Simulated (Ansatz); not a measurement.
Reaction (ligand exchange at a B–N bond): `BN[SiH2]CO` + `OB1CO1` → `BOB1CO1` + `N[SiH2]CO`

Program: Ansatz. Geometries: PBE0-D4/def2-TZVP. ΔE: electronic, gas phase. CBS: MP2 limit from def2 TZ/QZ plus the TZ coupled-cluster correction, frozen cores. Functionals use def2-TZVPP. Each species was taken in one conformer, which may not be the lowest.

```tsv
level	ΔE (kJ/mol)	difference from CCSD(T)/CBS
PBE-D4	23.5	7.1
PBE0-D4	21.1	4.7
ωB97X-V	16.2	-0.2
ωB97M-V	17.6	1.2
PBE	23.0	6.6
r2SCAN	18.8	2.4
HF/def2-TZVPP	6.8	-9.6
HF/def2-QZVPP	6.1	-10.3
MP2/def2-QZVPP	17.5	1.1
MP2/CBS(def2)	16.9	0.5
CCSD(T)/CBS	16.4	0
```

Largest T1 diagnostic among the species: 0.015.

In def2-TZVPP, CCSD(T) changes the Hartree–Fock value by +11.5 kJ/mol (the triples alone add +1.4 kJ/mol) and MP2 by +12.0 kJ/mol.
